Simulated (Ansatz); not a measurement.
A structure relaxed at PBE0-D4/def2-SVP in Ansatz, charge 0, doublet:

```tsv
atom	x (Å)	y (Å)	z (Å)
Ga1	0.197	2.007	0.410
Ga2	1.736	-0.141	-0.435
Ga3	-0.523	-1.479	-1.331
P4	0.079	-0.639	1.247
P5	-1.489	0.253	0.110
```

**Question.** Give its formula and point group.

**Answer.** Ga₃P₂. Point group Cs (tolerance 0.1 Å).

**Question.** Summarise the bond lengths by kind (pairs closer than 1.2 times the sum of covalent radii, bridged metal pairs left out).

**Answer.** 3 × Ga–P 2.41 to 2.45 Å; 2 × Ga–Ga 2.77 Å; 1 × P–P 2.13 Å.

The relaxation made no stability test and no search for a lower SCF solution. The structure comes from a short search, and lower isomers may exist.
